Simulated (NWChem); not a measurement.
## Correlation energy of bifluoride (HF2 (-1))

```
F
H 1 1.1624
F 2 1.1624 1 180.00
```
Charge -1, spin multiplicity 1.

The numbers come from NWChem runs, not from measurements. Structure: optimised with PBE/def2-SVP, a minimum by its harmonic frequencies.

Basis set: aug-cc-pVTZ. Each correlation energy counts from its own Hartree-Fock reference.

The correlated methods keep 2 core orbitals frozen. The anion's geometry comes from a basis without diffuse functions. Coupled-cluster values serve here as a point of comparison, not as the truth.

One of these methods gave a correlation energy of -581.4 mHa. Which?
A. MP2
B. CR-CCSD[T]
C. SCS-MP2
D. CCSD

A, MP2. The others give -565.1 (SCS-MP2), -575.5 (CCSD), -592.1 (CR-CCSD[T]).
